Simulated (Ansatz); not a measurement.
Cost and result for the atomization energy of C₂H₇ClSi, SMILES `[SiH3]CCCl` (11 atoms, 10 bonds).

Z-matrix (Å, degrees):
```
Si
C 1 1.884
H 1 1.488 2 110.3
H 1 1.486 2 109.7 3 120.2
H 1 1.488 2 110.3 3 -119.7
C 2 1.508 1 112.7 3 59.9
H 2 1.094 1 108.5 3 -177.9
H 2 1.094 1 108.5 3 -62.3
Cl 6 1.793 2 112.1 1 -180.0
H 6 1.090 2 112.0 1 -61.1
H 6 1.090 2 112.0 1 61.1
```

Charge 0, multiplicity 1. The structure was optimised at the PBE0-D4/def2-TZVP level. It is one conformer, not always the lowest. Program: Ansatz. All runs use 4 threads of an Intel Xeon Platinum 8259CL on a shared host. Times are those of one run each, without the atoms' runs, and a repeat can differ threefold. Electronic energies, without spin–orbit coupling; frozen cores. CCSD(T)/CBS adds CCSD(T) − MP2 in def2-TZVPP to the MP2 limit, and its time is that of the two runs behind it. T1 = 0.010. B3LYP takes the VWN-RPA correlation (the form of Gaussian; ORCA's B3LYP/G). HSE06 is the plane-wave form, built on full-range PBE exchange.

CCSD(T)/CBS is a level of theory with its own doubt, some kJ/mol a heavy atom from the limit and from the frozen cores, so smaller differences don't rank the functionals.

```tsv
level	functions	wall time
CCSD(T)/def2-SVP	99	2.7 s
PBE0-D4/def2-TZVPP	244	2.9 s
BHLYP-D4/def2-TZVPP	244	2.9 s
HSE06-D4/def2-TZVPP	244	3.3 s
CAM-B3LYP-D4/def2-TZVPP	244	3.4 s
r2SCAN-D4/def2-TZVPP (with forces)	244	4.2 s
B3LYP-D4/def2-TZVPP (with forces)	244	4.6 s
B2PLYP/def2-TZVPP	244	4.8 s
ωB97X-V/def2-TZVPP	244	7 s
B97M-V/def2-TZVPP	244	7.5 s
MP2/def2-QZVPP	464	19 s
CCSD(T)/def2-TZVPP	244	54 s
CCSD(T)/CBS(def2)	–	72 s
```

Task: What atomization energy does each give, and how far from CCSD(T)/CBS? (Estimate.)

Result: Computed: 
```tsv
level	atomization (kcal/mol)	difference from CCSD(T)/CBS	per bond
CCSD(T)/def2-SVP	853.7	-47.1	-4.7
PBE0-D4/def2-TZVPP	900.6	-0.2	0.0
BHLYP-D4/def2-TZVPP	883.1	-17.7	-1.8
HSE06-D4/def2-TZVPP	901.0	0.2	0.0
CAM-B3LYP-D4/def2-TZVPP	902.0	1.2	0.1
r2SCAN-D4/def2-TZVPP (with forces)	901.3	0.5	0.1
B3LYP-D4/def2-TZVPP (with forces)	898.8	-2.0	-0.2
B2PLYP/def2-TZVPP	889.0	-11.8	-1.2
ωB97X-V/def2-TZVPP	903.8	3.0	0.3
B97M-V/def2-TZVPP	902.9	2.1	0.2
MP2/def2-QZVPP	896.8	-4.0	-0.4
CCSD(T)/def2-TZVPP	879.7	-21.1	-2.1
CCSD(T)/CBS(def2)	900.8	0.0	0.0
```

From PBE to PBE0 (25 % exact exchange), in def2-TZVPP and without D4, the atomization energy moves by −6.1 kcal/mol: exact exchange takes away binding that semilocal exchange gives to molecules. In def2-TZVPP, CCSD(T) changes the Hartree–Fock value by +198.5 kcal/mol (the triples alone add +10.3 kcal/mol) and MP2 by +203.3 kcal/mol; breaking electron pairs costs correlation energy, which Hartree–Fock lacks. At CCSD(T), def2-SVP lies −47.0 kcal/mol from the extrapolated value and def2-TZVPP −21.1 kcal/mol: correlation converges slowly with the basis, and small sets miss more of it in the bonded molecule than in its fragments.
